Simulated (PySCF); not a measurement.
SnCl4, SMILES [Cl][Sn]([Cl])([Cl])[Cl].

Geometry: B3LYP-D3(BJ)/def2-SVP. The isomer is the one that the SMILES or the coordinates give; other isomers of the formula were not compared. The def2 effective core potentials stand for the cores of Sn; spin–orbit coupling is left out.

The numbers are results of IEF-PCM-PBE0/def2-SVP in PySCF, not measurements.

The values are the electrostatic part of the solvation free energy, E(continuum) − E(gas) at the gas-phase geometry, in a cavity of scaled van der Waals radii (PySCF's table); cavitation and dispersion terms are not included. A continuum can't describe solvent molecules that bind to the metal. In vacuum the orbital gap is 6.00 eV. The dipole moment in vacuum is 0.00 D.

Computed values in water (ε = 78.36), toluene (ε = 2.37), N,N-dimethylformamide (ε = 37.22):
```tsv
solvent	ε	ΔG(elec) (kcal/mol)	dipole (D)	gap (eV)
water	78.36	-1.8	0.00	6.02
toluene	2.37	-0.8	0.00	6.01
N,N-dimethylformamide	37.22	-1.7	0.00	6.02
```
